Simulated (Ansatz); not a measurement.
HSZn (SMILES [SH][Zn]), doublet, at a GFN2-xTB geometry (such geometries of metal compounds can be far from the true shape) (the spin is typed, not shown lowest). Base run: B3LYP/6-31G (Ansatz, a first-principles code).

Input for Ansatz:
Ansatz 0.2 input:
```yaml
crystal:
  periodic: [false, false, false]
  atoms:
    - {symbol: Zn, position_ang: [-0.40899229, -0.71588306, -0.30339505]}
    - {symbol: S, position_ang: [0.67274253, 1.30222879, 0.48903689]}
    - {symbol: H, position_ang: [1.50588835, 0.64083112, 1.27726104]}
basis:
  gaussian:
    orbitals: 6-31G
hamiltonian:
  xc: b3lyp
magnetization: {spin_polarized: true, initial_magnetization: 1}
```

Variants of this job, named by their change:

```tsv
change	basis functions	E (Eh)	core-seconds (rough)
base	44	-2177.85963	3
basis = STO-3G	28	-2153.01152	30
basis = pcseg-0	39	-2173.78461	2
basis = 3-21G	44	[?]	2
basis = pcseg-1	54	-2178.04093	3
basis = 6-31G*	[?]	[?]	4
basis = cc-pVDZ	66	-2178.29252	5
basis = def2-TZVP	91	-2178.26608	6
basis = pcseg-2	104	-2178.31535	5
basis = def2-TZVPD	106	-2178.26741	8
basis = cc-pVTZ	116	-2178.31544	7
basis = def2-TZVPP	[?]	[?]	6
basis = cc-pV(T+d)Z	121	-2178.31659	7
```

### Question
What belongs in the gaps?

### Answer

- basis = 3-21G, E (Eh): -2167.54386
- basis = 6-31G*, basis functions: 57
- basis = 6-31G*, E (Eh): -2177.88150
- basis = def2-TZVPP, basis functions: 120
- basis = def2-TZVPP, E (Eh): -2178.26693

Totals compare only among sets that treat the same electrons; sets with core potentials leave the core out.
